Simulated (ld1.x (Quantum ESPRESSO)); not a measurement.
# Varying the ultrasoft potential for Mn (Z = 25)

Base potential:

```
Element                 : manganese (Mn)
Generator               : ld1.x (Quantum ESPRESSO) 7.5
Type                    : ultrasoft
Functional              : PBE
Relativity              : non-relativistic
Frozen core             : [Ar]
Valence charge          : 7
Reference configuration : 3d5 4s2 4p0
Partial waves           : 4s (bound): rcut 2.60, rcutus 2.85 bohr; 4s channel at 2.15 Ry: rcut 2.60, rcutus 2.85 bohr; 4p (bound, empty): rcut 2.55, rcutus 2.80 bohr; 4p channel at 1.15 Ry: rcut 2.55, rcutus 2.80 bohr; 3d (bound): rcut 1.55, rcutus 1.85 bohr; 3d channel at 2.25 Ry: rcut 1.55, rcutus 1.85 bohr
Local potential         : all-electron potential smoothed inside 2.05 bohr (lloc = -1)
Core correction         : none
Augmentation charge     : PSQ, radius 1.20 bohr
```

All-electron outer shells of the reference configuration (PBE, non-relativistic, ld1.x):

```
shell  level (eV)  outermost node (bohr)  outermost maximum (bohr)
   3p      -54.29                   0.31                      0.75
   3d       -7.01                      –                      0.76
   4s       -5.03                   1.06                      2.54
   4p       -1.39                   1.16                      3.43
```

Cutoffs, loose and tight: the cutoffs (Ry, on a coarse ladder) from which the occupation-weighted sum of valence levels, in a spherical-Bessel basis at the reference potential, stays within 10 and 1 mRy of its value at 400 Ry. They do not see the model core or the augmentation charge, which bear on the density cutoff. Test errors are all-electron minus pseudo excitation energies from the reference, over the configurations 3d5 4s1 4p0; 3d5 4s0 4p0; 3d4 4s0 4p0; 3d5 4s1 4p1; 3d3 4s0 4p0; 3d5 4s0 4p1; 3d6 4s1 4p0. A dash means not determined; rows that change the core or the reference have their own tests.

| change | outcome | cutoff, loose | cutoff, tight | bound ghosts | largest test error (meV) |
| --- | --- | --- | --- | --- | --- |
| base | generated | 30 Ry | 50 Ry | none | -1438 |
| core correction a·sin(br)/r model core inside 0.72 bohr | generated | 30 Ry | 50 Ry | none | -2773 |
| core correction a·sin(br)/r model core inside 0.98 bohr | generated | 30 Ry | 50 Ry | none | -2737 |
| core correction a·sin(br)/r model core inside 1.16 bohr | generated | 30 Ry | 50 Ry | none | -2662 |
| core correction a·sin(br)/r model core inside 1.34 bohr | generated | 30 Ry | 50 Ry | none | -2558 |
| core correction a·sin(br)/r model core inside 1.64 bohr | generated | 30 Ry | 50 Ry | none | -2285 |
| core correction a·sin(br)/r model core inside 1.84 bohr | generated | 30 Ry | 50 Ry | none | -2076 |
| core correction a·sin(br)/r model core inside 2.02 bohr | generated | 30 Ry | 50 Ry | none | -1899 |
| core correction a·sin(br)/r model core inside 2.26 bohr | generated | 30 Ry | 50 Ry | none | -1699 |
